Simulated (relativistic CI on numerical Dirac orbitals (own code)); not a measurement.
# Slater and spin-orbit integrals, Tm46+

Computed by Dirac-Coulomb-Breit CI, orbitals from a KLI potential per configuration, a model potential for QED, unscaled Slater integrals (own radial code, finite nucleus).

Slater integrals F^k, G^k are unscaled and averaged over j, outside the closed core [Ne]; ζ comes from projecting the Hamiltonian with its Breit term on Σ l·s of the shell.

- 3s2 3p6 3d5: F^2(3d,3d) = 550800, F^4(3d,3d) = 355730, ζ(3d) = 165100 cm⁻¹; <r>(3d) = 0.1855, <r^2>(3d) = 0.03987 (bohr units).
- 3s2 3p5 3d6: ζ(3p) = 1.2396e+06, F^2(3d,3d) = 549940, F^4(3d,3d) = 355150, F^2(3p,3d) = 476660, G^1(3p,3d) = 507920, G^3(3p,3d) = 339000, ζ(3d) = 163670 cm⁻¹; <r>(3p) = 0.2075, <r^2>(3p) = 0.04985, <r>(3d) = 0.1857, <r^2>(3d) = 0.03999 (bohr units).
- 3s2 3p4 3d7: F^2(3p,3p) = 472990, ζ(3p) = 1.2387e+06, F^2(3d,3d) = 549050, F^4(3d,3d) = 354550, F^2(3p,3d) = 476250, G^1(3p,3d) = 507930, G^3(3p,3d) = 338880, ζ(3d) = 162250 cm⁻¹; <r>(3p) = 0.2077, <r^2>(3p) = 0.04994, <r>(3d) = 0.186, <r^2>(3d) = 0.0401 (bohr units).

Question: Give the Racah parameters of the d shell in 3s2 3p6 3d5.

Answer: B = F²/49 − 5F⁴/441 = 7208 cm⁻¹ and C = 35F⁴/441 = 28233 cm⁻¹.

Averages of the first 10 configurations, taken without configuration mixing, which lowers the lowest level and can move excited configurations by several eV; other configurations of the list can lie among them:

| Configuration | Parity | States | Average energy above the lowest level (eV) |
| --- | --- | --- | --- |
| 3s2 3p6 3d5 | even | 252 | 112.4 |
| 3s2 3p5 3d6 | odd | 1260 | 520.5 |
| 3s2 3p4 3d7 | even | 1800 | 936.3 |
| 3s 3p6 3d6 | even | 420 | 880.4 |
| 3p6 3d7 | even | 120 | 1658.9 |
| 3s 3p5 3d7 | odd | 1440 | 1287.2 |
| 3s2 3p6 3d4 4s | even | 420 | 1662.7 |
| 3s2 3p6 3d4 4p | odd | 1260 | 1798.6 |
| 3s2 3p4 3d6 4s | even | 6300 | 2468.1 |
| 3s2 3p5 3d5 4s | odd | 3024 | 2061.5 |
